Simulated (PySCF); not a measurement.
COS, triplet, at a GFN2-xTB geometry (a higher spin typed on purpose: for a closed-shell molecule this is an excited state); BLYP/3-21G (PySCF).

The PySCF input:
```python
from pyscf import gto, scf, dft

mol = gto.Mole()
mol.atom = '''
    O    -1.61038921   -0.05734526   -0.06614538
    C    -0.58674147    0.48825900    0.14288258
    S     1.02522266   -0.15442449   -0.02050827
'''
mol.basis = '3-21g'
mol.spin = 2
mol.verbose = 4
mol.build()

mf = dft.UKS(mol)
mf.xc = 'blyp'
mf.kernel()
mf.analyze()
```

Problem. Predict the main parts of the log of this PySCF run.

Solution. 
```
PySCF version 2.14.0

[INPUT] verbose = 4
[INPUT] num. atoms = 3
[INPUT] num. electrons = 30
[INPUT] charge = 0
[INPUT] spin (= nelec alpha-beta = 2S) = 2
[INPUT] symmetry False subgroup None
[INPUT] Mole.unit = angstrom
[INPUT] Symbol           X                Y                Z      unit          X                Y                Z       unit  Magmom
[INPUT]  1 O     -1.610389210000  -0.057345260000  -0.066145380000 AA   -3.043194560855  -0.108366835942  -0.124996652605 Bohr   0.0
[INPUT]  2 C     -0.586741470000   0.488259000000   0.142882580000 AA   -1.108780684225   0.922675787854   0.270008944171 Bohr   0.0
[INPUT]  3 S      1.025222660000  -0.154424490000  -0.020508270000 AA    1.937390044098  -0.291819993026  -0.038755013589 Bohr   0.0

nuclear repulsion = 76.3740882155834
number of shells = 17
number of NR pGTOs = 57
number of NR cGTOs = 31
basis = 3-21g
ecp = {}

******** <class 'pyscf.dft.uks.UKS'> ********
method = UKS
initial guess = minao
damping factor = 0
level_shift factor = 0
DIIS = <class 'pyscf.scf.diis.CDIIS'>
diis_start_cycle = 1
diis_space = 8
diis_damp = 0
SCF conv_tol = 1e-09
SCF conv_tol_grad = None
SCF max_cycles = 50
direct_scf = True
direct_scf_tol = 1e-13
number electrons alpha = 16  beta = 14
XC library pyscf.dft.libxc version 7.1.2
    S. Lehtola, C. Steigemann, M. J. T. Oliveira, and M. A. L. Marques,  SoftwareX 7, 1–5 (2018)
XC functionals = blyp
    A. D. Becke,  Phys. Rev. A 38, 3098 (1988)
    C. Lee, W. Yang, and R. G. Parr,  Phys. Rev. B 37, 785 (1988)
    B. Miehlich, A. Savin, H. Stoll, and H. Preuss,  Chem. Phys. Lett. 157, 200 (1989)
radial grids:
    Treutler-Ahlrichs [JCP 102, 346 (1995); DOI:10.1063/1.469408] (M4) radial grids

becke partition: Becke, JCP 88, 2547 (1988); DOI:10.1063/1.454033
pruning grids: <function nwchem_prune>
grids dens level: 3
symmetrized grids: False
atomic radii adjust function: <function treutler_atomic_radii_adjust>
small_rho_cutoff = 0
Set gradient conv threshold to 3.16228e-05
tot grids = 47080
init E= -508.873813764164

cycle= 1 E= -508.685525434178  delta_E= 0.188  |g|= 0.505  |ddm|= 1.73

cycle= 2 E= -506.633084178964  delta_E= 2.05  |g|= 2.09  |ddm|= 2.21

cycle= 3 E= -508.766373717476  delta_E= -2.13  |g|= 0.165  |ddm|= 2.11

cycle= 4 E= -508.752801206538  delta_E= 0.0136  |g|= 0.224  |ddm|= 0.584

cycle= 5 E= -508.786789650257  delta_E= -0.034  |g|= 0.029  |ddm|= 0.311

cycle= 6 E= -508.787196901755  delta_E= -0.000407  |g|= 0.00316  |ddm|= 0.0249

cycle= 7 E= -508.787201413352  delta_E= -4.51e-06  |g|= 0.000564  |ddm|= 0.00442

cycle= 8 E= -508.787201606334  delta_E= -1.93e-07  |g|= 0.000239  |ddm|= 0.00131

cycle= 9 E= -508.787201640743  delta_E= -3.44e-08  |g|= 2.66e-05  |ddm|= 0.000387

cycle= 10 E= -508.787201641519  delta_E= -7.76e-10  |g|= 6.01e-06  |ddm|= 6.99e-05

Extra cycle  E= -508.787201641487  delta_E= 3.16e-11  |g|= 1.2e-05  |ddm|= 2.53e-05
converged SCF energy = -508.787201641487  <S^2> = 2.0013542  2S+1 = 3.0009027
**** SCF Summaries ****
Total Energy =                        -508.787201641487286
Nuclear Repulsion Energy =              76.374088215583356
One-electron Energy =                 -852.190318665966515
Two-electron Energy =                  267.029028808895873
Two-electron Coulomb Energy =          306.534047165981406
DFT Exchange-Correlation Energy =      -39.505018357085547
**** MO energy ****
                             alpha | beta                alpha | beta
MO #1   energy= -87.5440857653182  | -87.538072400243   occ= 1 | 1
MO #2   energy= -18.7728537885268  | -18.7637938987211  occ= 1 | 1
MO #3   energy= -9.98288192100173  | -9.97518022418484  occ= 1 | 1
MO #4   energy= -7.66650895572913  | -7.66060066558988  occ= 1 | 1
MO #5   energy= -5.70977786750928  | -5.69982361619733  occ= 1 | 1
MO #6   energy= -5.70528682802688  | -5.69564215430471  occ= 1 | 1
MO #7   energy= -5.69347310103571  | -5.68971846943067  occ= 1 | 1
MO #8   energy= -1.05559215615334  | -1.0379219439248   occ= 1 | 1
MO #9   energy= -0.731436521959912 | -0.699624535854625 occ= 1 | 1
MO #10  energy= -0.479951441791146 | -0.456910006028787 occ= 1 | 1
MO #11  energy= -0.425246681979976 | -0.395988204572006 occ= 1 | 1
MO #12  energy= -0.407132330683242 | -0.395380741181816 occ= 1 | 1
MO #13  energy= -0.396141548490538 | -0.357127538873101 occ= 1 | 1
MO #14  energy= -0.28935754393666  | -0.24808391860159  occ= 1 | 1
MO #15  energy= -0.263712732058204 | -0.230776140092942 occ= 1 | 0
MO #16  energy= -0.164892660583432 | -0.10612519030286  occ= 1 | 0
MO #17  energy= -0.0586528234014159 | -0.0408701171548089 occ= 0 | 0
MO #18  energy= 0.0490607433347825 | 0.0721267897843867 occ= 0 | 0
MO #19  energy= 0.258997262127583  | 0.275702558850589  occ= 0 | 0
MO #20  energy= 0.370567369970125  | 0.392924918518354  occ= 0 | 0
MO #21  energy= 0.428676444148421  | 0.460522070954653  occ= 0 | 0
MO #22  energy= 0.444376485939607  | 0.462989305797842  occ= 0 | 0
MO #23  energy= 0.450719511753023  | 0.469246183553258  occ= 0 | 0
MO #24  energy= 0.649219149686207  | 0.66053133157233   occ= 0 | 0

To work with the spin densities directly, `use mulliken_meta_spin()` only printing them here.

 ** Mulliken spin pop alpha/beta on meta-lowdin orthogonal AOs **
 ** Mulliken Spin Density (per AO)  **
spin_pop of  0 O 1s       -0.00000
spin_pop of  0 O 2s        0.00418
spin_pop of  0 O 3s        0.00001
spin_pop of  0 O 2px       0.08659
spin_pop of  0 O 2py       0.27225
spin_pop of  0 O 2pz       0.01883
spin_pop of  0 O 3px       0.00038
spin_pop of  0 O 3py       0.00072
spin_pop of  0 O 3pz       0.00023
spin_pop of  1 C 1s       -0.00000
spin_pop of  1 C 2s        0.20389
spin_pop of  1 C 3s        0.00720
spin_pop of  1 C 2px      -0.01083
spin_pop of  1 C 2py       0.30056
spin_pop of  1 C 2pz       0.03704
spin_pop of  1 C 3px       0.00060
spin_pop of  1 C 3py       0.00027
spin_pop of  1 C 3pz       0.00008
spin_pop of  2 S 1s        0.00000
spin_pop of  2 S 2s       -0.00000
spin_pop of  2 S 3s        0.00513
spin_pop of  2 S 4s        0.00153
spin_pop of  2 S 2px       0.00005
spin_pop of  2 S 2py       0.00014
spin_pop of  2 S 2pz       0.00002
spin_pop of  2 S 3px       0.30055
spin_pop of  2 S 3py       0.68604
spin_pop of  2 S 3pz       0.08212
spin_pop of  2 S 4px       0.00148
spin_pop of  2 S 4py       0.00075
spin_pop of  2 S 4pz       0.00021
 ** Mulliken Spin Density (per atom)  **
spin density of  0 O =      0.38318
spin density of  1 C =      0.53880
spin density of  2 S =      1.07802
 ** Mulliken pop alpha/beta on meta-lowdin orthogonal AOs **
 ** Mulliken pop       alpha | beta **
pop of  0 O 1s        0.99980 | 0.99981
pop of  0 O 2s        0.84652 | 0.84234
pop of  0 O 3s        0.00204 | 0.00202
pop of  0 O 2px       0.79213 | 0.70555
pop of  0 O 2py       0.88353 | 0.61128
pop of  0 O 2pz       0.72831 | 0.70948
pop of  0 O 3px       0.00167 | 0.00129
pop of  0 O 3py       0.00173 | 0.00101
pop of  0 O 3pz       0.00103 | 0.00079
pop of  1 C 1s        0.99973 | 0.99974
pop of  1 C 2s        0.71961 | 0.51572
pop of  1 C 3s        0.01041 | 0.00321
pop of  1 C 2px       0.42723 | 0.43805
pop of  1 C 2py       0.66687 | 0.36631
pop of  1 C 2pz       0.42086 | 0.38382
pop of  1 C 3px       0.01440 | 0.01380
pop of  1 C 3py       0.00303 | 0.00276
pop of  1 C 3pz       0.00065 | 0.00057
pop of  2 S 1s        1.00000 | 1.00000
pop of  2 S 2s        0.99979 | 0.99979
pop of  2 S 3s        0.93420 | 0.92908
pop of  2 S 4s        0.00532 | 0.00379
pop of  2 S 2px       0.99976 | 0.99971
pop of  2 S 2py       0.99988 | 0.99975
pop of  2 S 2pz       0.99989 | 0.99987
pop of  2 S 3px       0.68335 | 0.38280
pop of  2 S 3py       0.94484 | 0.25879
pop of  2 S 3pz       0.90364 | 0.82152
pop of  2 S 4px       0.00726 | 0.00578
pop of  2 S 4py       0.00198 | 0.00123
pop of  2 S 4pz       0.00054 | 0.00033
In total            16.00000 | 14.00000
 ** Mulliken atomic charges   ( Nelec_alpha | Nelec_beta ) **
charge of  0O =     -0.13035  (     4.25677      3.87358 )
charge of  1C =      0.01324  (     3.26278      2.72398 )
charge of  2S =      0.11710  (     8.48046      7.40244 )
Dipole moment(X, Y, Z, Debye):  0.73384, -0.08313, -0.00569
```
